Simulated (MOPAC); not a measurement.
MOPAC input (PM6):

```
PM6 1SCF GEO-OK AUX(PRECISION=9) THREADS=1
C2H2O

C     1.30797600 1   -0.11530800 1   -0.13642300 1
C     0.12161200 1   -0.00590500 1   -0.01561900 1
O    -1.16888300 1    0.18455800 1    0.07224300 1
H     2.35837500 1   -0.21907000 1   -0.23917900 1
H    -1.58484200 1   -0.53011900 1    0.57348800 1
```

From the output:

```
                                                       MOPAC v23.2.5 Linux

          FINAL HEAT OF FORMATION =         23.63622 KCAL/MOL =      98.89396 KJ/MOL

          COSMO AREA              =         77.40 SQUARE ANGSTROMS
          COSMO VOLUME            =         58.76 CUBIC ANGSTROMS

          IONIZATION POTENTIAL    =         10.268739 EV
          HOMO LUMO ENERGIES (EV) =        -10.269  1.329
          NO. OF FILLED LEVELS    =          8
          MOLECULAR WEIGHT        =         42.0372         POINT GROUP:  Cs

          MOLECULAR DIMENSIONS (Angstroms)

            Atom       Atom       Distance
            H     5    H     4     4.03809
            H     4    O     3     0.78680
            H     4    C     2     0.00000

          SCF CALCULATIONS        =          1

   ATOM   CHEMICAL          X               Y               Z
  NUMBER   SYMBOL      (ANGSTROMS)     (ANGSTROMS)     (ANGSTROMS)

     1       C          1.30797600  *  -0.11530800  *  -0.13642300  *
     2       C          0.12161200  *  -0.00590500  *  -0.01561900  *
     3       O         -1.16888300  *   0.18455800  *   0.07224300  *
     4       H          2.35837500  *  -0.21907000  *  -0.23917900  *
     5       H         -1.58484200  *  -0.53011900  *   0.57348800  *

                             CARTESIAN COORDINATES

   1    C        1.307976000    -0.115308000    -0.136423000
   2    C        0.121612000    -0.005905000    -0.015619000
   3    O       -1.168883000     0.184558000     0.072243000
   4    H        2.358375000    -0.219070000    -0.239179000
   5    H       -1.584842000    -0.530119000     0.573488000

           Empirical Formula: C2 H2 O  =     5 atoms

      MOLECULAR POINT GROUP   :   Cs

                  EIGENVALUES
 -32.21299 -26.88715 -21.31437 -17.68393 -15.76212 -14.91020 -11.15077 -10.26874
   1.32915   1.63477   1.94163   4.83036   5.92203   6.47024

              NET ATOMIC CHARGES AND DIPOLE CONTRIBUTIONS

  ATOM NO.   TYPE          CHARGE      No. of ELECS.   s-Pop       p-Pop
    1          C          -0.327287        4.3273     1.14290     3.18439
    2          C           0.130469        3.8695     1.04894     2.82059
    3          O          -0.357019        6.3570     1.77910     4.57792
    4          H           0.226298        0.7737     0.77370
    5          H           0.327539        0.6725     0.67246
 DIPOLE           X         Y         Z       TOTAL
 POINT-CHG.     0.095    -1.211     0.723     1.414
 HYBRID        -0.613    -0.132     0.177     0.651
 SUM           -0.518    -1.343     0.900     1.698

          ATOMIC ORBITAL ELECTRON POPULATIONS

     Atom    s        px        py        pz
    1  C   1.14290   1.03076   1.04883   1.10480
    2  C   1.04894   0.83950   1.00032   0.98077
    3  O   1.77910   1.25167   1.56672   1.75953
    4  H   0.77370
    5  H   0.67246

 **********************
 *                    *
 * JOB ENDED NORMALLY *
 *                    *
 **********************

 == MOPAC DONE ==
```

The geometry given is a B3LYP-D3(BJ)/def2-TZVP minimum.
